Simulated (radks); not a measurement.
Values are calculated unless marked as measured or tabulated.
Q: Successive ionisation energies (eV) of one element, from differences of total energies of ions in their ground configurations, starting at charge 0: 5.513, 11.215, 24.360, 42.234, 69.785, 83.235, 96.895, 116.38, 131.45, 146.68. Code: a radial shooting solver on a logarithmic mesh with Libxc functionals. Model: scalar-relativistic Kohn-Sham, PBE, spin-polarised, spherical densities, finite nucleus; open shells are filled with parallel spins first (spin-orbit coupling, left out, can overturn this in heavy ions); Fermi nuclear charge, rms radius 4.962 fm. Which element is it?

A: Promethium (Z = 61). The first species listed is Pm in [Xe] 4f5 6s2, the last Pm9+ in [Kr] 4d10 4f3 5s2 5p1.
